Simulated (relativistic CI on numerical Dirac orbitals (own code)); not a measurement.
**Mn²⁺ in a cubic cluster: 3p photoemission with charge transfer**

Computed with a charge-transfer multiplet model of a cubic metal-ligand cluster with up to one ligand hole, Slater and spin-orbit integrals from Dirac-Coulomb-Breit ions, Slater integrals scaled by 0.8. The ground state mixes d5 with configurations of k ligand holes L, whose averages lie at kΔ + k(k − 1)U_dd/2; a core hole lowers each added d electron by U_cd. 20 K, Lorentzian 0.9 eV and Gaussian 0.8 eV FWHM.

Atomic integrals in eV (Slater integrals scaled, ζ unscaled), ground: F2dd 8.204, F4dd 5.095, zeta_d 0.037; with the core hole: F2dd 9.143, F4dd 5.721, zeta_d 0.043, zeta_core 0.835, F2cd 9.879, G1cd 12.251, G3cd 7.459.

Cluster parameters (eV): Δ = 7.2, U_dd = 6.8, U_cd = 7.7, 10Dq = 0.35, 10Dq(ligand) = 0.9, final-state hopping factor = 0.9.

```json
{"Case": "V(eg) = 1.85 eV, V(t2g) = -0.93 eV", "n_d": "5.09", "d5": "0.91", "d6L": "0.09", "S": "2.50"}
{"Case": "V(eg) = 2.15 eV, V(t2g) = -1.08 eV", "n_d": "5.11", "d5": "0.89", "d6L": "0.11", "S": "2.50"}
{"Case": "V(eg) = 2.75 eV, V(t2g) = -1.38 eV", "n_d": "5.15", "d5": "0.85", "d6L": "0.15", "S": "2.50"}
```

Weights, n_d and S are thermal averages at 20 K. Binding energies count from the first peak over 30 % of the highest in each spectrum, which can be another peak from case to case. The parameters are a model scan and need not match a compound or its usual spin state. Peaks in eV (height, largest 100):
- V(eg) = 1.85 eV, V(t2g) = -0.93 eV: 0.0 (100), 2.6 (29), 5.3 (14), 8.9 (6), 17.9 (28), 23.8 (10)
- V(eg) = 2.15 eV, V(t2g) = -1.08 eV: 0.0 (100), 2.5 (28), 6.0 (12), 9.7 (7), 18.0 (32), 24.6 (10)
- V(eg) = 2.75 eV, V(t2g) = -1.38 eV: 0.0 (100), 2.5 (28), 7.5 (10), 11.0 (8), 18.3 (35), 26.3 (8)

Curve for V(eg) = 2.75 eV, V(t2g) = -1.38 eV (points under 2 left out, the grid thinned):

| E (eV) | Intensity |
| --- | --- |
| -4.2 | 2.1 |
| -3.6 | 2.8 |
| -2.9 | 4.3 |
| -2.3 | 6.9 |
| -1.7 | 13.2 |
| -1.1 | 32.9 |
| -0.4 | 84.9 |
| 0.2 | 97.7 |
| 0.8 | 63.2 |
| 1.5 | 28.0 |
| 2.1 | 26.0 |
| 2.7 | 27.2 |
| 3.4 | 16.0 |
| 4.0 | 9.2 |
| 4.6 | 7.1 |
| 5.2 | 5.8 |
| 5.9 | 5.2 |
| 6.5 | 5.7 |
| 7.1 | 8.4 |
| 7.8 | 8.9 |
| 8.4 | 5.3 |
| 9.0 | 3.6 |
| 9.6 | 3.7 |
| 10.3 | 5.4 |
| 10.9 | 7.8 |
| 11.5 | 6.4 |
| 12.2 | 2.9 |
| 15.1 | 2.1 |
| 15.7 | 3.0 |
| 16.4 | 5.2 |
| 17.0 | 10.4 |
| 17.6 | 23.3 |
| 18.2 | 35.2 |
| 18.9 | 23.5 |
| 19.5 | 12.6 |
| 20.1 | 10.4 |
| 20.8 | 7.1 |
| 21.4 | 3.8 |
| 22.0 | 2.6 |
| 22.7 | 2.5 |
| 23.3 | 2.0 |
| 25.5 | 3.8 |
| 26.1 | 7.2 |
| 26.8 | 5.7 |
| 27.4 | 2.3 |

For the case V(eg) = 2.75 eV, V(t2g) = -1.38 eV, Δ = 7.2 eV is larger than U_dd = 6.8 eV, the Mott-Hubbard side of the Zaanen-Sawatzky-Allen scheme. With the core hole the average of the configuration with one ligand hole lies at Δ − U_cd = -0.5 eV before mixing: the effective hopping of about 4.0 eV (from the holes of the mixed ground state) is comparable with this gap or larger, so the configurations mix strongly.

With at most 1 ligand hole the space is cut while the next configuration still counts, so covalency is underestimated, and a final configuration with one more ligand hole, which can lie low, is missing from the spectra.
